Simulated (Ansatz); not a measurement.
`O[Si](F)(Cl)Cl` + `C=N` → `C=N[Si](O)(F)Cl` + HCl at 400 K and 1 bar (ligand exchange at the Si–Cl bond).

Program: Ansatz. Geometries: PBE0-D4/def2-TZVP. ΔE: electronic, gas phase. CCSD(T)/CBS adds triple-zeta CCSD(T) − MP2 to the extrapolated MP2 energy (def2 sets, frozen cores). This one scheme is used for every species. One conformer a species, not always the lowest.

```csv
species,CCSD(T)/CBS energy (Eh),H − E (kJ/mol),S (J/(mol·K))
`O[Si](F)(Cl)Cl`,-1384.43664,84.5,369.3
`C=N`,-94.52360,119.4,238.9
`C=N[Si](O)(F)Cl`,-1018.56254,167.7,398.3
HCl,-460.38127,29.6,195.4
```

H − E and S are ideal-gas, rigid-rotor, harmonic terms from PBE0-D4/def2-TZVP, for one conformer and one mirror image of each species. 1 Eh = 2625.50 kJ/mol, R = 8.31446 J/(mol·K).

By hand: ΔE, ΔH, ΔS and ΔG.

ΔE = (-1018.56254) + (-460.38127) − (-1384.43664) − (-94.52360) = 0.01643 Eh = 43.1 kJ/mol. Δ(H − E) = 167.7 + 29.6 − 84.5 − 119.4 = -6.6, so ΔH = 36.5 kJ/mol. ΔS = 398.3 + 195.4 − 369.3 − 238.9 = -14.5 J/(mol·K). ΔG = 36.5 − 400 × (-14.5)/1000 = 42.3 kJ/mol.

By hand: the equilibrium constant, and the temperature at which ΔG would vanish if ΔH and ΔS stayed fixed.

log₁₀ K = −ΔG/(RT ln 10) = -5.5. ΔH and −TΔS have one sign here, so there is no such temperature.

The number of gas molecules stays the same, so ΔS is small and ΔH decides. A doubt of 5 kJ/mol in ΔE shifts log₁₀ K by 0.7 here. Other conformers and mirror images would add mixing entropy, several J/(mol·K) or more a flexible species. These are equilibria of isolated gas molecules and say nothing of rates. Largest T1 diagnostic: 0.012 (customary marks: 0.02 for closed shells, 0.045 for open ones).
